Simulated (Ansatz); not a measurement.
CH3Si (SMILES C=[SiH]) moved off its minimum; all values from Ansatz (a quantum-chemistry and plane-wave program), cores frozen in correlated methods. Open shells are unrestricted.
(charge 0, multiplicity 2)
```xyz
5

C     -1.08934     0.35486    -0.00936
Si     0.57333    -0.27720    -0.05003
H     -1.97984    -0.21796    -0.14085
H     -1.13627     1.55378     0.05147
H      1.60157     0.55987     0.10466
```

Forces at wB97M-V/def2-TZVPP (eV/Å):

```json
[
 {"atom": "C1", "Fx": "2.709", "Fy": "2.213", "Fz": "0.061"},
 {"atom": "Si2", "Fx": "-5.031", "Fy": "-1.600", "Fz": "-0.386"},
 {"atom": "H3", "Fx": "-0.424", "Fy": "-0.056", "Fz": "0.010"},
 {"atom": "H4", "Fx": "-0.135", "Fy": "-2.908", "Fz": "-0.140"},
 {"atom": "H5", "Fx": "2.881", "Fy": "2.351", "Fz": "0.455"}
]
```

Q: Give the forces (eV/Å), the total energy and the dipole at MP2/aug-cc-pV(T+d)Z.

A: 
```
atom      Fx      Fy      Fz
----  ------  ------  ------
C1     2.738   2.316  -0.016
Si2   -5.026  -1.510  -0.291
H3    -0.418  -0.047   0.009
H4    -0.169  -3.036  -0.098
H5     2.876   2.278   0.395
```
Energy -328.7078 hartree, dipole 1.12 D.

Doubts at one or more of the structures used: a spin-contaminated determinant (MP2/aug-cc-pV(T+d)Z).
